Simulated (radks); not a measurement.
Xe I, 54 electrons, occupied as [Xe]. Calculated with a radial shooting solver on a logarithmic mesh with Libxc functionals: scalar-relativistic Kohn-Sham, r2SCAN, spin-polarised, spherical densities, finite nucleus; meta-GGA in the generalised Kohn-Sham scheme; Fermi nuclear charge, rms radius 4.7859 fm.

Unscreened Slater integrals over Kohn-Sham orbitals (cm^-1). They are taken over the spin-up orbitals.

F0(5p,5p): 86127
F2(5p,5p): 45684
F0(5p,5s): 94133
G1(5p,5s): 61418
F0(5p,4d): 109390
F2(5p,4d): 28488
G1(5p,4d): 8357.0
G3(5p,4d): 7789.9
F0(5p,4p): 110800
F2(5p,4p): 24616
G0(5p,4p): 4542.1
G2(5p,4p): 5830.3
F0(5s,5s): 105340
F0(5s,4d): 129880
G2(5s,4d): 14769
F0(5s,4p): 132130
G1(5s,4p): 8827.1
F0(4d,4d): 225880
F2(4d,4d): 114670
F4(4d,4d): 76277
F0(4d,4p): 240220
F2(4d,4p): 122670
G1(4d,4p): 156100
G3(4d,4p): 97016
F0(4p,4p): 257720
F2(4p,4p): 135630
